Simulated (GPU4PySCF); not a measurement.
C7H10F6. Atoms are numbered in the order given.

```xyz
23

C      2.7900    -0.7454     1.1319
C      2.5829    -0.0009    -0.1583
F      2.8124     1.3339     0.0495
F      3.5438    -0.4020    -1.0611
C      1.2488    -0.1647    -0.8716
C      0.0000     0.0000    -0.0266
F     -0.1287    -1.0853     0.8042
F      0.1287     1.0853     0.8042
C     -1.2488     0.1647    -0.8716
C     -2.5829     0.0009    -0.1583
C     -2.7900     0.7454     1.1319
F     -2.8124    -1.3339     0.0495
F     -3.5438     0.4020    -1.0611
H      2.1093    -0.3722     1.8908
H      2.6118    -1.8072     0.9831
H      3.8172    -0.5887     1.4525
H      1.2304     0.5611    -1.6832
H      1.2162    -1.1609    -1.3087
H     -1.2304    -0.5611    -1.6832
H     -1.2162     1.1609    -1.3087
H     -2.1093     0.3722     1.8908
H     -2.6118     1.8072     0.9831
H     -3.8172     0.5887     1.4525
```
Charge 0, spin multiplicity 1.

The structure is a stationary point at ωB97M-D3(BJ)/def2-TZVP. One conformer was computed; it need not be the lowest.

Level of theory: B3LYP/pcSseg-1 (GPU4PySCF).

GIAO shieldings, no solvent; atoms listed in one row are averaged. δ = σ(ref) − σ: ¹³C against TMS (σ = 181.3 ppm); ¹⁹F against CFCl3 (σ = 161.7 ppm); ¹H against TMS (σ = 31.68 ppm), references at their B3LYP-D3(BJ)/def2-TZVP geometries, non-relativistic (references run with PySCF on processors).

```tsv
nucleus	atoms	count	δ (ppm)
¹³C	C2, C10	2	130.0
¹³C	C6	1	128.3
¹³C	C5, C9	2	50.7
¹³C	C1, C11	2	25.5
¹⁹F	F3, F4, F12, F13	4	-106.8
¹⁹F	F7, F8	2	-125.6
¹H	H17, H19	2	2.30
¹H	H18, H20	2	2.01
¹H	H14, H15, H16, H21, H22, H23	6	1.77
```
